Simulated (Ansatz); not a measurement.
`Cl[SiH]1[SiH2][SiH2]1` and `O[SiH]1[SiH2][SiH2]1` differ in one atom or group.

Ansatz, PBE0-D4/def2-TZVP geometries, multiplicity 1. Each molecule was computed in one conformer, which needn't be the lowest.

| property | `Cl[SiH]1[SiH2][SiH2]1` |
| --- | --- |
| size of the dipole moment (B3LYP/def2-TZVPP) / D | 1.27 |
| HOMO energy (B3LYP/def2-TZVPP) / eV | -6.75 |
| HOMO–LUMO gap (ωB97M-V/def2-TZVPP) / eV | 9.09 |
| HOMO–LUMO gap (B3LYP/def2-TZVPP) / eV | 4.99 |
| zero-point energy (PBE0-D4/def2-TZVP) / kJ/mol | 113.9 |
| HOMO energy (PBE0/def2-TZVPP) / eV | -6.96 |

Task: Give the same properties after the change, and the shifts. (An estimate is asked.)

Result: Ansatz gave: 
```json
{"property": "size of the dipole moment (B3LYP/def2-TZVPP) / D", "`O[SiH]1[SiH2][SiH2]1`": "1.25", "shift": "-0.02"}
{"property": "HOMO energy (B3LYP/def2-TZVPP) / eV", "`O[SiH]1[SiH2][SiH2]1`": "-6.57", "shift": "0.18"}
{"property": "HOMO–LUMO gap (ωB97M-V/def2-TZVPP) / eV", "`O[SiH]1[SiH2][SiH2]1`": "9.23", "shift": "0.14"}
{"property": "HOMO–LUMO gap (B3LYP/def2-TZVPP) / eV", "`O[SiH]1[SiH2][SiH2]1`": "5.14", "shift": "0.15"}
{"property": "zero-point energy (PBE0-D4/def2-TZVP) / kJ/mol", "`O[SiH]1[SiH2][SiH2]1`": "145.9", "shift": "32.0"}
{"property": "HOMO energy (PBE0/def2-TZVPP) / eV", "`O[SiH]1[SiH2][SiH2]1`": "-6.77", "shift": "0.19"}
```

With PBE0 the HOMO rises by 0.19 eV and the LUMO rises by 0.36 eV, so the gap widens by about 0.17 eV. PBE moves the HOMO by 0.18 eV and ωB97M-V by 0.18 eV. The zero-point energy changes by 32.0 kJ/mol with +3 modes. Dipoles are sizes alone; their direction can turn.

B3LYP here is the variant with VWN-RPA as its local correlation; programs differ in this.
